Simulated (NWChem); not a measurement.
The numbers come from NWChem runs, not from measurements. System: Cl2 (-1), charge -1, spin multiplicity 2, at a geometry optimised with UPBE0/def2-SVP. The structure started from a generated list of species. Its SCF solution wasn't tested for a lower state. Level: UMP2/def2-TZVPD, 10 core orbitals frozen.

The NWChem input:

```
start mol
memory heap 200 mb stack 900 mb global 1100 mb
charge -1
geometry units angstroms nocenter noautoz
  Cl     0.000000     0.000000     1.326639
  Cl     0.000000     0.000000    -1.326639
  symmetry group D2h
end
basis spherical
  * library def2-tzvpd
end
scf
  uhf
  nopen 1
  maxiter 100
  thresh 1e-7
  semidirect memsize 60000000 filesize 0
  # guess.movecs holds the orbitals of an unrestricted PBE0 run
  vectors input guess.movecs output mol.movecs
end
mp2
  freeze core 10
end
task mp2 energy
```

Part of the output:

```
             Northwest Computational Chemistry Package (NWChem) 7.3.0
             --------------------------------------------------------

                                NWChem Input Module
                                -------------------

 Scaling coordinates for geometry "geometry" by  1.889725989
 (inverse scale =  0.529177249)

 Turning off AUTOSYM since
 SYMMETRY directive was detected!

                             Geometry "geometry" -> ""
                             -------------------------

 Output coordinates in angstroms (scale by  1.889725989 to convert to a.u.)

  No.       Tag          Charge          X              Y              Z
 ---- ---------------- ---------- -------------- -------------- --------------
    1 Cl                  17.0000     0.00000000     0.00000000     1.32663900
    2 Cl                  17.0000     0.00000000     0.00000000    -1.32663900

 Effective nuclear repulsion energy (a.u.)      57.6389752453

            Nuclear Dipole moment (a.u.)
            ----------------------------
        X                 Y               Z
 ---------------- ---------------- ----------------
     0.0000000000     0.0000000000     0.0000000000

      Symmetry information
      --------------------

 Group name             D2h
 Group number             26
 Group order               8
 No. of unique centers     1

      Symmetry unique atoms

     1


 Summary of "ao basis" -> "" (spherical)
 ------------------------------------------------------------------------------
       Tag                 Description            Shells   Functions and Types
 ---------------- ------------------------------  ------  ---------------------
 *                         def2-tzvpd                 on all atoms

 Summary of "ao basis" -> "ao basis" (spherical)
 ------------------------------------------------------------------------------
       Tag                 Description            Shells   Functions and Types
 ---------------- ------------------------------  ------  ---------------------
 Cl                        def2-tzvpd               16       46   6s6p3d1f

                                 NWChem SCF Module
                                 -----------------

  ao basis        = "ao basis"
  functions       =    92
  atoms           =     2
  alpha electrons =    18
  beta  electrons =    17
  charge          =  -1.00
  wavefunction    = UHF
  use symmetry    = T
  symmetry adapt  = T

 Summary of "ao basis" -> "ao basis" (spherical)
 ------------------------------------------------------------------------------
       Tag                 Description            Shells   Functions and Types
 ---------------- ------------------------------  ------  ---------------------
 Cl                        def2-tzvpd               16       46   6s6p3d1f

      Symmetry analysis of basis
      --------------------------

        ag         20
        au          4
        b1g         4
        b1u        20
        b2g        11
        b2u        11
        b3g        11
        b3u        11

 Forming initial guess at       0.0s

   Symmetry analysis of molecular orbitals - initial alpha
   -------------------------------------------------------

  Numbering of irreducible representations:

     1 ag          2 au          3 b1g         4 b1u         5 b2g
     6 b2u         7 b3g         8 b3u

  Orbital symmetries:

     1 b1u         2 ag          3 b1u         4 ag          5 b1u
     6 ag          7 b2g         8 b3g         9 b3u        10 b2u
    11 ag         12 b1u        13 ag         14 b3u        15 b2u
    16 b2g        17 b3g        18 b1u        19 b1u        20 ag
    21 b3u        22 b2u        23 b2g        24 b3g        25 ag
    26 ag         27 b1g        28 b1u

   Symmetry analysis of molecular orbitals - initial beta
   ------------------------------------------------------

  Numbering of irreducible representations:

     1 ag          2 au          3 b1g         4 b1u         5 b2g
     6 b2u         7 b3g         8 b3u

  Orbital symmetries:

     1 b1u         2 ag          3 b1u         4 ag          5 b1u
     6 ag          7 b2g         8 b3g         9 b3u        10 b2u
    11 ag         12 b1u        13 ag         14 b3u        15 b2u
    16 b2g        17 b3g        18 b1u        19 b1u        20 b3u
    21 b2u        22 ag         23 b2g        24 b3g        25 ag
    26 ag         27 b1g        28 b1u

 Starting SCF solution at       0.0s

 ----------------------------------------------
         Quadratically convergent UHF

 Convergence threshold     :          1.000E-07
 Maximum no. of iterations :          100
 Integral*density screening:          1.000E-09
 ----------------------------------------------

              iter       energy          gnorm     gmax       time
             ----- ------------------- --------- --------- --------
                 1     -919.0499793499  8.31D-01  2.60D-01      0.4
                 2     -919.0623341816  6.42D-02  1.95D-02      0.4
                 3     -919.0631142423  1.96D-03  5.15D-04      0.5
                 4     -919.0631157388  1.69D-06  4.24D-07      0.6
                 5     -919.0631157388  3.83D-09  1.14D-09      0.6

       Final UHF  results
       ------------------

         Total SCF energy =   -919.063115738848
      One electron energy =  -1394.271636612266
      Two electron energy =    417.569545628113
 Nuclear repulsion energy =     57.638975245305

                       Sz =      0.5000
                 Sz(Sz+1) =      0.7500
                      S^2 =      0.7731

        Time for solution =      0.6s
[...]
   Bfn.  Coefficient  Atom+Function         Bfn.  Coefficient  Atom+Function
  ----- ------------  ---------------      ----- ------------  ---------------
    17      0.377867  1 Cl py                63     -0.377867  2 Cl py
    20      0.283307  1 Cl py                66     -0.283307  2 Cl py
    14      0.181065  1 Cl py                60     -0.181065  2 Cl py

 Vector   16  Occ=1.000000D+00  E=-2.076629D-01  Symmetry=b2g
              MO Center= -6.3D-17, -1.9D-18,  1.9D-16, r^2= 3.2D+00
   Bfn.  Coefficient  Atom+Function         Bfn.  Coefficient  Atom+Function
  ----- ------------  ---------------      ----- ------------  ---------------
    16      0.377867  1 Cl px                62     -0.377867  2 Cl px
    19      0.283307  1 Cl px                65     -0.283307  2 Cl px
    13      0.181065  1 Cl px                59     -0.181065  2 Cl px

 Vector   17  Occ=1.000000D+00  E=-1.790004D-01  Symmetry=ag
              MO Center=  4.8D-18, -5.0D-19, -2.7D-17, r^2= 2.9D+00
   Bfn.  Coefficient  Atom+Function         Bfn.  Coefficient  Atom+Function
  ----- ------------  ---------------      ----- ------------  ---------------
    18      0.326366  1 Cl pz                64     -0.326366  2 Cl pz
    21      0.259176  1 Cl pz                67     -0.259176  2 Cl pz

 Vector   18  Occ=0.000000D+00  E= 1.649104D-01  Symmetry=b1u
              MO Center=  1.5D-20,  1.0D-20, -1.1D-15, r^2= 1.3D+01
   Bfn.  Coefficient  Atom+Function         Bfn.  Coefficient  Atom+Function
  ----- ------------  ---------------      ----- ------------  ---------------
     6      1.139560  1 Cl s                 52     -1.139560  2 Cl s
    24     -0.945901  1 Cl pz                70     -0.945901  2 Cl pz
    21     -0.374625  1 Cl pz                67     -0.374625  2 Cl pz
    18     -0.205888  1 Cl pz                64     -0.205888  2 Cl pz

 Vector   19  Occ=0.000000D+00  E= 2.229453D-01  Symmetry=b1u
              MO Center=  1.6D-20,  2.2D-20,  2.1D-15, r^2= 1.4D+01
   Bfn.  Coefficient  Atom+Function         Bfn.  Coefficient  Atom+Function
  ----- ------------  ---------------      ----- ------------  ---------------
     6      2.017228  1 Cl s                 52     -2.017228  2 Cl s
    24     -1.275842  1 Cl pz                70     -1.275842  2 Cl pz
     5     -0.462579  1 Cl s                 51      0.462579  2 Cl s
    37      0.348721  1 Cl d  0              83     -0.348721  2 Cl d  0
    18      0.315957  1 Cl pz                64      0.315957  2 Cl pz

 Vector   20  Occ=0.000000D+00  E= 2.446646D-01  Symmetry=b3u
              MO Center= -2.0D-16,  1.0D-16, -2.0D-16, r^2= 1.4D+01
   Bfn.  Coefficient  Atom+Function         Bfn.  Coefficient  Atom+Function
  ----- ------------  ---------------      ----- ------------  ---------------
    22      0.701079  1 Cl px                68      0.701079  2 Cl px
    19     -0.387460  1 Cl px                65     -0.387460  2 Cl px

 center of mass
 --------------
 x =   0.00000000 y =   0.00000000 z =   0.00000000

 moments of inertia (a.u.)
 ------------------
         439.556329430746           0.000000000000           0.000000000000
           0.000000000000         439.556329430746           0.000000000000
           0.000000000000           0.000000000000           0.000000000000

  Mulliken analysis of the total density
  --------------------------------------

    Atom       Charge   Shell Charges
 -----------   ------   -------------------------------------------------------
    1 Cl  17    17.50   2.01  0.45  1.52  1.10  0.89  0.03  4.18  1.69  1.06  2.74  1.72  0.10  0.00  0.01  0.01  0.00
    2 Cl  17    17.50   2.01  0.45  1.52  1.10  0.89  0.03  4.18  1.69  1.06  2.74  1.72  0.10  0.00  0.01  0.01  0.00

  Mulliken analysis of the alpha density
  --------------------------------------

    Atom       Charge   Shell Charges
 -----------   ------   -------------------------------------------------------
    1 Cl  17     9.00   1.01  0.22  0.76  0.56  0.44  0.01  2.10  0.84  0.59  1.54  0.88  0.04  0.00  0.00  0.00  0.00
    2 Cl  17     9.00   1.01  0.22  0.76  0.56  0.44  0.01  2.10  0.84  0.59  1.54  0.88  0.04  0.00  0.00  0.00  0.00

   Mulliken analysis of the beta density
   -------------------------------------

    Atom       Charge   Shell Charges
 -----------   ------   -------------------------------------------------------
    1 Cl  17     8.50   1.01  0.22  0.76  0.54  0.45  0.02  2.08  0.85  0.47  1.20  0.84  0.05  0.00  0.01  0.00  0.00
    2 Cl  17     8.50   1.01  0.22  0.76  0.54  0.45  0.02  2.08  0.85  0.47  1.20  0.84  0.05  0.00  0.01  0.00  0.00

   Mulliken analysis of the spin density
   -------------------------------------

    Atom       Charge   Shell Charges
 -----------   ------   -------------------------------------------------------
    1 Cl  17     0.50   0.00  0.00 -0.00  0.02 -0.01 -0.00  0.02 -0.02  0.12  0.33  0.04 -0.01 -0.00 -0.00  0.00  0.00
    2 Cl  17     0.50   0.00  0.00 -0.00  0.02 -0.01 -0.00  0.02 -0.02  0.12  0.33  0.04 -0.01 -0.00 -0.00  0.00  0.00

       Multipole analysis of the density wrt the origin
       ------------------------------------------------

     L   x y z        total         alpha         beta         nuclear
     -   - - -        -----         -----         ----         -------
     0   0 0 0     -1.000000    -18.000000    -17.000000     34.000000

     1   1 0 0      0.000000      0.000000      0.000000      0.000000
     1   0 1 0     -0.000000     -0.000000      0.000000      0.000000
     1   0 0 1      0.000000      0.000000      0.000000      0.000000

     2   2 0 0    -22.241108    -11.231887    -11.009221      0.000000
     2   1 1 0     -0.000000     -0.000000      0.000000      0.000000
     2   1 0 1     -0.000000     -0.000000      0.000000      0.000000
     2   0 2 0    -22.241108    -11.231887    -11.009221      0.000000
     2   0 1 1      0.000000      0.000000      0.000000      0.000000
     2   0 0 2    -28.897458   -126.429654   -116.156776    213.688972

                   NWChem MP2 Semi-direct Energy/Gradient Module
                   ---------------------------------------------

  Basis functions       =     92
  Molecular orbitals    =     92
  Frozen core           =     10
  Frozen virtuals       =      0
  Active alpha occupied =      8
  Active beta occupied  =      7
  Active alpha virtual  =     74
  Active beta virtual   =     75
  Use MO symmetry       = T
  Use skeleton AO sym   = T

  AO/Fock/Back tols     =   1.0D-09  1.0D-09  1.0D-09

 GA uses MA = F    GA memory limited = T

 Available:
  local mem=  1.26D+08
 global mem=  1.44D+08
 local disk=  0.00D+00
  mp2_memr nvloc                    74
  nvloc new                    74
   1 passes of   8:        4194304                      46854                   8430069.
   1 passes of   8: M    126152148           G      144162272           F     121957844.

 Semi-direct pass number   1 of   1  for UHF alpha       at        0.7s
  vrange nnbf                  4181
  mp2_eaftype                    32  avail_ma_in_mb                  1099
 EAF : mp2_eaftype filesize          32    4215034.
  mp2_eaf for mointskh                     32
Node 0 wrote     19.8 Mb in      0.0 s     Agg I/O rate:  3598.2 Mb/s
 Done moints_semi at        1.8s
  mp2_eaftype                    32  avail_ma_in_mb                  1067
 EAF : mp2_eaftype filesize          32    4215034.
  mp2_eaf for kh                    32
 Done maket at        1.9s
 Done multipass loop at        1.9s

 GA uses MA = F    GA memory limited = T

 Available:
  local mem=  1.26D+08
 global mem=  1.44D+08
 local disk=  0.00D+00
  mp2_memr nvloc                    75
  nvloc new                    75
   1 passes of   7:        4194304                      43506                   7477637.
   1 passes of   7: M    126152148           G      144162272           F     121957844.

 Semi-direct pass number   1 of   1  for UHF beta        at        1.9s
  vrange nnbf                  4181
  mp2_eaftype                    28  avail_ma_in_mb                  1099
 EAF : mp2_eaftype filesize          28    3738818.
  mp2_eaf for mointskh                     28
Node 0 wrote     17.6 Mb in      0.0 s     Agg I/O rate:  6171.6 Mb/s
 Done moints_semi at        2.9s
  mp2_eaftype                    28  avail_ma_in_mb                  1071
 EAF : mp2_eaftype filesize          28    3738818.
  mp2_eaf for kh                    28
 Done maket at        3.0s
 Done multipass loop at        3.0s

          -------------------------------------------
          SCF energy                -919.063115738848
          Correlation energy          -0.381691302632
          Singlet pairs                0.000000000000
          Triplet pairs                0.000000000000
          Total MP2 energy          -919.444807041479
          -------------------------------------------

          ---------------------------------------------------
                    Spin Component Scaled (SCS) MP2
          Same spin pairs                     -0.097885202852
          Same spin scaling factor             0.333333333333
          Opposite spin pairs                 -0.283806099780
          Opposite spin scaling fact.          1.200000000000
          SCS-MP2 correlation energy          -0.373195720686
          Total SCS-MP2 energy              -919.436311459534
          ---------------------------------------------------

 -----------------------
 Performance information
 -----------------------

 Timer overhead =  1.55D-07 seconds/call

               Nr. of calls         CPU time (s)                 Wall time (s)                GFlops
             ---------------    -------------------     ------------------------------   -------------------
Name         Min   Avg   Max    Min     Avg     Max     Min     Avg     Max   Mx/calls   Min     Max     Sum
mp2: moin     2     2     2    2.1     2.1     2.1      2.1     2.1     2.1     1.1      0.0     0.0     0.0
mp2: make     2     2     2   0.10    0.10    0.10     0.10    0.10    0.10    5.14E-2   0.0     0.0     0.0
mp2: tota     1     1     1    2.3     2.3     2.3      2.3     2.3     2.3     2.3      0.0     0.0     0.0

 The average no. of pstat calls per process was 5.00D+00
 with a timing overhead of 7.77D-07s

 Task  times  cpu:        2.9s     wall:        2.9s

 Total times  cpu:        3.0s     wall:        3.0s
```
